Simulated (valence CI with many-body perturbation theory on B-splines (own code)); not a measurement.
## Nd LIII: E2, E3, M1, M2 decay

Calculated by valence CI with perturbative core correlation (CI+MBPT): six valence electrons over a frozen Dirac-Fock core [He], radial functions for each j: 9 s, 9 p, 8 d, 6 f, 3 g, 1 h, with the one-electron correlation potential Σ1 (screened to all orders), the two-electron term Σ2, the three-electron term Σ3, Breit, model QED; selected single and double excitations, second order for the rest, scaled by the run's own slope (own B-spline code, finite nucleus).

The last digits are not significant, and no measured levels were compared; by estimate large intervals hold to a few tenths of a per cent, small ones and those within an open d or f shell to about a per cent. Among the levels kept, up to 2400 cm⁻¹ of a level comes from second order outside the variational space, and about a tenth of that is noise between levels of different J, which matters for small intervals.

Lines 1 to 50 of 52 in falling wavelength, among levels below 52369 × 10³ cm⁻¹, chosen from the decays that carry over 1 % of a level's rate. Wavelengths and rates use the calculated energies. Electric multipoles are in the length gauge with retardation, E1 and E2 with the static RPA response of the core. M1 uses the relativistic operator with retardation. Weak lines are less certain than strong ones. Lines between different terms over intervals too small for the method are left out, as are lines whose strength nearly cancels. The highest levels of a list are the least certain.

Levels are named by their leading jj configuration (3d3/2^4 stands for four electrons in 3d with j = 3/2), which in mixed levels can hold well under half, so a name can repeat and another be missing. Letters in brackets count levels of one name in rising energy.

```
λ vac (Å)                               Upper                           Lower  Type   A (s⁻¹)  Branch %
    278.6          (2s^2 2p1/2^2 2p3/2^2) J=0      (2s^2 2p1/2^2 2p3/2^2) J=2    E2  4.35e+01     100.0
    25.15            (2s^2 2p1/2 2p3/2^3) J=1      (2s^2 2p1/2^2 2p3/2^2) J=0    M1  4.04e+08      24.5
    23.80      (2s^2 2p1/2 2p3/2^2 3d5/2) J=4  (2s^2 2p1/2^2 2p3/2 3d5/2) J=4    M1  1.02e+09       2.2
    23.07            (2s^2 2p1/2 2p3/2^3) J=1      (2s^2 2p1/2^2 2p3/2^2) J=2    M1  1.24e+09      75.3
    22.34            (2s^2 2p1/2 2p3/2^3) J=2      (2s^2 2p1/2^2 2p3/2^2) J=2    M1  7.53e+08      99.4
    21.69                  (2s^2 2p3/2^4) J=0        (2s^2 2p1/2 2p3/2^3) J=1    M1  3.26e+09      74.3
    2.420      (2s^2 2p1/2^2 2p3/2 3d5/2) J=4        (2s 2p1/2^2 2p3/2^3) J=2    E2  5.34e+08       1.1
    2.203      (2s^2 2p1/2^2 2p3/2 3p1/2) J=2      (2s^2 2p1/2^2 2p3/2^2) J=0    E2  1.26e+11      18.8
    2.199  (2s^2 2p1/2 2p3/2^2 3p1/2) J=1 [a]        (2s^2 2p1/2 2p3/2^3) J=2    E2  7.22e+10      30.7
    2.197  (2s^2 2p1/2 2p3/2^2 3p1/2) J=2 [a]        (2s^2 2p1/2 2p3/2^3) J=2    E2  9.46e+09       2.5
    2.197      (2s^2 2p1/2 2p3/2^2 3d5/2) J=4        (2s 2p1/2^2 2p3/2^3) J=2    E2  6.94e+08       1.5
    2.193  (2s^2 2p1/2 2p3/2^2 3p1/2) J=1 [a]        (2s^2 2p1/2 2p3/2^3) J=1    E2  7.10e+10      30.2
    2.193  (2s^2 2p1/2 2p3/2^2 3p1/2) J=1 [a]        (2s^2 2p1/2 2p3/2^3) J=1    M1  4.39e+09       1.9
    2.190      (2s^2 2p1/2 2p3/2^2 3p1/2) J=3        (2s^2 2p1/2 2p3/2^3) J=2    E2  4.06e+11      76.6
    2.190  (2s^2 2p1/2 2p3/2^2 3p1/2) J=2 [a]        (2s^2 2p1/2 2p3/2^3) J=1    E2  3.35e+11      88.0
    2.186      (2s^2 2p1/2^2 2p3/2 3p1/2) J=1      (2s^2 2p1/2^2 2p3/2^2) J=2    E2  3.57e+11      80.3
    2.185      (2s^2 2p1/2^2 2p3/2 3p1/2) J=2      (2s^2 2p1/2^2 2p3/2^2) J=2    E2  4.79e+11      71.4
    2.183      (2s^2 2p1/2 2p3/2^2 3p1/2) J=3        (2s^2 2p1/2 2p3/2^3) J=1    E2  6.72e+10      12.7
    2.180  (2s^2 2p1/2 2p3/2^2 3p1/2) J=2 [b]        (2s^2 2p1/2 2p3/2^3) J=2    E2  2.23e+11      18.3
    2.177  (2s^2 2p1/2 2p3/2^2 3p1/2) J=1 [b]        (2s^2 2p1/2 2p3/2^3) J=2    E2  1.92e+11      34.9
    2.173  (2s^2 2p1/2 2p3/2^2 3p1/2) J=2 [b]        (2s^2 2p1/2 2p3/2^3) J=1    E2  3.69e+10       3.0
    2.170  (2s^2 2p1/2 2p3/2^2 3p1/2) J=1 [b]        (2s^2 2p1/2 2p3/2^3) J=1    E2  1.94e+11      35.2
    2.163      (2s^2 2p1/2 2p3/2^2 3p1/2) J=0        (2s^2 2p1/2 2p3/2^3) J=2    E2  3.85e+11      33.8
    2.140      (2s^2 2p1/2 2p3/2^2 3p3/2) J=0        (2s^2 2p1/2 2p3/2^3) J=2    E2  8.31e+10      12.8
    2.137  (2s^2 2p1/2 2p3/2^2 3p3/2) J=3 [a]        (2s^2 2p1/2 2p3/2^3) J=1    E2  7.33e+10       1.7
    2.137      (2s^2 2p1/2^2 2p3/2 3p3/2) J=2      (2s^2 2p1/2^2 2p3/2^2) J=0    E2  1.43e+11      26.9
    2.135  (2s^2 2p1/2 2p3/2^2 3p3/2) J=3 [b]        (2s^2 2p1/2 2p3/2^3) J=2    E2  1.16e+11       2.8
    2.135  (2s^2 2p1/2 2p3/2^2 3p3/2) J=1 [a]        (2s^2 2p1/2 2p3/2^3) J=2    E2  1.56e+10       1.7
    2.135  (2s^2 2p1/2 2p3/2^2 3p3/2) J=2 [a]        (2s^2 2p1/2 2p3/2^3) J=1    E2  1.16e+11       2.2
    2.132      (2s^2 2p1/2 2p3/2^2 3p3/2) J=4        (2s^2 2p1/2 2p3/2^3) J=2    E2  1.26e+11      18.0
    2.129  (2s^2 2p1/2 2p3/2^2 3p3/2) J=1 [a]        (2s^2 2p1/2 2p3/2^3) J=1    E2  1.05e+11      11.5
    2.128      (2s^2 2p1/2^2 2p3/2 3p3/2) J=3      (2s^2 2p1/2^2 2p3/2^2) J=2    E2  2.62e+11      46.7
    2.128      (2s^2 2p1/2^2 2p3/2 3p3/2) J=1      (2s^2 2p1/2^2 2p3/2^2) J=2    E2  2.73e+11      44.6
    2.126  (2s^2 2p1/2 2p3/2^2 3p3/2) J=1 [b]        (2s^2 2p1/2 2p3/2^3) J=2    E2  2.40e+11       3.5
    2.120  (2s^2 2p1/2 2p3/2^2 3p3/2) J=2 [b]        (2s^2 2p1/2 2p3/2^3) J=2    E2  3.16e+11       3.6
    2.119  (2s^2 2p1/2 2p3/2^2 3p3/2) J=1 [b]        (2s^2 2p1/2 2p3/2^3) J=1    E2  1.55e+11       2.3
    2.113      (2s^2 2p1/2^2 2p3/2 3p3/2) J=0      (2s^2 2p1/2^2 2p3/2^2) J=2    E2  7.17e+11      45.4
    2.113  (2s^2 2p1/2 2p3/2^2 3p3/2) J=2 [b]        (2s^2 2p1/2 2p3/2^3) J=1    E2  9.46e+10       1.1
    2.092      (2s^2 2p1/2 2p3/2^2 3d5/2) J=4        (2s^2 2p1/2 2p3/2^3) J=2    M2  1.60e+09       3.4
    2.080      (2s^2 2p1/2^2 2p3/2 3d5/2) J=4      (2s^2 2p1/2^2 2p3/2^2) J=2    M2  1.16e+10      23.6
    2.080      (2s^2 2p1/2^2 2p3/2 3d5/2) J=4      (2s^2 2p1/2^2 2p3/2^2) J=2    E3  8.26e+08       1.7
    1.956  (2s^2 2p1/2 2p3/2^2 3p3/2) J=3 [a]      (2s^2 2p1/2^2 2p3/2^2) J=2    E2  5.45e+10       1.2
    1.954  (2s^2 2p1/2 2p3/2^2 3p3/2) J=2 [a]      (2s^2 2p1/2^2 2p3/2^2) J=2    E2  1.09e+11       2.0
    1.953      (2s^2 2p1/2 2p3/2^2 3p3/2) J=0      (2s^2 2p1/2^2 2p3/2^2) J=2    E2  2.86e+11      44.1
    1.949  (2s^2 2p1/2 2p3/2^2 3p3/2) J=3 [b]      (2s^2 2p1/2^2 2p3/2^2) J=2    E2  2.19e+11       5.4
    1.949  (2s^2 2p1/2 2p3/2^2 3p3/2) J=1 [a]      (2s^2 2p1/2^2 2p3/2^2) J=2    E2  2.03e+11      22.2
    1.947      (2s^2 2p1/2 2p3/2^2 3p3/2) J=4      (2s^2 2p1/2^2 2p3/2^2) J=2    E2  3.30e+11      47.2
    1.945  (2s^2 2p1/2 2p3/2^2 3p3/2) J=2 [c]      (2s^2 2p1/2^2 2p3/2^2) J=0    E2  2.29e+11      10.9
    1.941  (2s^2 2p1/2 2p3/2^2 3p3/2) J=1 [b]      (2s^2 2p1/2^2 2p3/2^2) J=2    E2  9.06e+10       1.3
    1.936  (2s^2 2p1/2 2p3/2^2 3p3/2) J=2 [b]      (2s^2 2p1/2^2 2p3/2^2) J=2    E2  9.11e+10       1.0
```
